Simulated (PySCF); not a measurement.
## Working out the ionisation energy of Ti

Ti [Ar] 3d2 4s2 (3F) → Ti⁺ [Ar] 3d2 4s1 (4F). All numbers are calculated (PySCF 2.14, scalar relativity by spin-free X2C-1e, in Sapporo-DKH3-DZP-2012 (6s5p3d1f, 43 functions)). Frozen: [Ar]. Energies in hartree (1 hartree = 27.21139 eV):

```csv
part,Ti (lower),Ti⁺ (upper)
UHF,-852.726765,-852.521972
MP2 opposite-spin,-0.027068,0.000000
MP2 same-spin,-0.007294,-0.007312
```

Q: What does Hartree-Fock give?

A: (-852.521972) − (-852.726765) = 0.204793 hartree = 5.573 eV.

Q: What do MP2 and SCS-MP2 (6/5 opposite-spin, 1/3 same-spin) give?

A: The opposite-spin parts differ by 0.737 eV and the same-spin parts by 0.000 eV. MP2: 5.573 + (0.737) + (0.000) = 6.310 eV. SCS-MP2: 5.573 + 1.2 × (0.737) + (0.000)/3 = 6.457 eV.

Measured between the centres of the two terms (NIST): 6.828 eV, so MP2 (valence) is off by -0.518 eV.

A double-zeta basis recovers only part of the correlation energy.

What remains against the reference includes basis incompleteness, the frozen core and correlation beyond second order.
